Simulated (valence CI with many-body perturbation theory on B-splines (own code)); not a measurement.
The numbers below are computed, except where a source is named.
# A CI+MBPT run for Pt VII

Method: relativistic CI+MBPT: four valence electrons over a frozen Dirac-Fock core [Xe] 4f14, a basis of 6 s, 6 p, 5 d, 5 f, 1 g functions for each j, with the one-electron correlation potential Σ1 (screened to all orders), the two-electron term Σ2, the three-electron term Σ3, Breit, model QED; selected single and double excitations, second order for the rest, scaled by the run's own slope (own B-spline code, finite nucleus).

Command, and the settings that its task file holds:

```sh
python run_cv.py task.json out
```

```
atom Pt  Z=78  mass_number=195  rms_radius_fm=5.4270
core [Xe] 4f14
valence 5d4
avg = 1
basis = S
breit = 1
cap = 10000
capref = 1200
cscale = 1
de = 0.0
dress = 0
eps = 2e-08
extrap = 1
h = 0.27
hh = 1
l2 = 3
lcore = 6
maxit = 60
n2 = 5
natural = 1
nlev = 21
nno = [3, 3, 3, 3, 1]
nroot = 26
nsp = [3, 3, 2, 2, 0]
pt2 = 1
qed = 1
rpa = 1
s1 = 1
s2 = 1
s3 = 1
screen = 1
tol = 0.03
whole = 1
```

It took 56 s on 1 thread of Arm Neoverse V2 (shared host).

Log. The first blocks belong to the next ion, which gives the ionisation energy. Fields: 2J, parity (1 odd), roots, reference size, generating configurations, candidates as configurations/state functions, variational space P, stored matrix elements, Davidson steps; e2 is the range of second-order energies in hartree. The first line gives the box (bohr), its intervals, the orbitals and the steps of their self-consistent field. Window is the range of levels sought, series limit the energy at which the first omitted orbital would enter, core excitation an estimate of the first excitation out of the core, left out the lowest levels not solved, and shifts from estimates the range by which levels moved from their first estimate, all in cm⁻¹.

```
rmax 13.7 intervals 62 orbitals 40 references ['5d4', '5d3 6s', '5d3 6p', '5d2 6s2'] scf 7 t 1.4
2J=3 par=0 roots 2 ref 36 generators 7 cand 1478/3248 P 421/999 nnz 0 it 0
2J=3 par=0 roots 2 ref 36 generators 17 cand 3206/7321 P 970/2366 nnz 0 it 2
   second order: generators 41 cand 3573/7780 e2 -0.00001 -0.00001
2J=5 par=0 roots 2 ref 38 generators 6 cand 1545/4289 P 331/1000 nnz 0 it 0
2J=5 par=0 roots 2 ref 38 generators 14 cand 2440/6630 P 862/2619 nnz 1.4e+06 it 2
   second order: generators 38 cand 3647/9160 e2 -0.00002 -0.00001
reference levels 565, estimated 32, window 60063 1/cm; series limit 526872, core excitation 390586
2J=0 par=0 roots 4 ref 19 generators 7 cand 1542/2774 P 1223/2270 nnz 0 it 1
2J=0 par=0 roots 4 ref 19 generators 28 cand 8135/19114 P 2395/5537 nnz 2.5e+06 it 2
   second order: generators 90 cand 17894/39705 e2 -0.00007 -0.00002
2J=2 par=0 roots 4 ref 37 generators 8 cand 3124/16173 P 734/3550 nnz 3e+06 it 1
2J=2 par=0 roots 4 ref 37 generators 23 cand 8675/54127 P 1699/9379 nnz 1e+07 it 2
   second order: generators 74 cand 18653/111243 e2 -0.00012 -0.00004
2J=4 par=0 roots 6 ref 54 generators 7 cand 1627/9151 P 552/3570 nnz 3e+06 it 1
2J=4 par=0 roots 6 ref 54 generators 25 cand 7123/62205 P 1443/9995 nnz 1.5e+07 it 2
   second order: generators 82 cand 17951/156330 e2 -0.00021 -0.00006
2J=6 par=0 roots 5 ref 50 generators 5 cand 1632/9798 P 473/3555 nnz 3.3e+06 it 1
2J=6 par=0 roots 5 ref 50 generators 19 cand 6854/72431 P 1244/9996 nnz 1.7e+07 it 2
   second order: generators 63 cand 16097/161827 e2 -0.00019 -0.00006
2J=8 par=0 roots 6 ref 44 generators 6 cand 2286/16945 P 507/3540 nnz 3.1e+06 it 1
2J=8 par=0 roots 6 ref 44 generators 25 cand 7689/80398 P 1335/9987 nnz 1.6e+07 it 2
   second order: generators 90 cand 20586/200850 e2 -0.00017 -0.00008
2J=10 par=0 roots 2 ref 25 generators 2 cand 707/3311 P 548/3513 nnz 3.3e+06 it 1
2J=10 par=0 roots 2 ref 25 generators 14 cand 6161/62420 P 1081/7795 nnz 1.1e+07 it 2
   second order: generators 52 cand 15587/142961 e2 -0.00010 -0.00009
2J=12 par=0 roots 2 ref 14 generators 2 cand 397/1493 P 799/3501 nnz 3.2e+06 it 1
2J=12 par=0 roots 2 ref 14 generators 12 cand 5909/50106 P 1087/6117 nnz 6.3e+06 it 2
   second order: generators 49 cand 14610/111738 e2 -0.00009 -0.00008
left out: unestimated 98664, estimated 75793, shifts from estimates -36 to 2
operators 5.6
```

The Davidson iterations converged. The settings are bad on purpose, so the numbers may not be properties of the ion.

No measured levels were compared; by estimate terms of the open shell hold to 2 to 4 % of their energy, and close levels can change places; different configurations can be misplaced against each other by 1,000 to 8,000 cm⁻¹. Only levels of the ground parity were solved; by the run's estimate the other parity begins above the list, which can be wrong where configurations are misplaced.

```yaml
Valence_energy: -17.46616 hartree
Ionisation_energy: "92.603 eV (NIST: 91 ± 2 eV (theoretical))"
Reference_configurations_for_the_orbitals: 5d4, 5d3 6s, 5d3 6p, 5d2 6s2
Radial_orbitals: 40
Box_radius: 13.7 bohr
Largest_variational_space: 9996
Lowest_levels: 5d4 5D_0 0.0, 5d4 5D_1 7278, 5d4 5D_2 13034, 5d4 5D_3 17141, 5d4 5D_4 19116, 5d4 3P_0 26869, 5d4 3H_4 28289, 5d4 3G_3 32875, 5d4 3F_2 33910, 5d4 3H_5 35045, 5d4 3P_1 35898, 5d4 3H_6 38048, 5d4 3G_4 41505, 5d4 3D_2 42488 cm⁻¹
```

Names give the largest LS component (configuration and term), which can be under half, so a name can repeat, a term be missing and a line seem to break the LS rules; names also repeat where a configuration has a term twice.
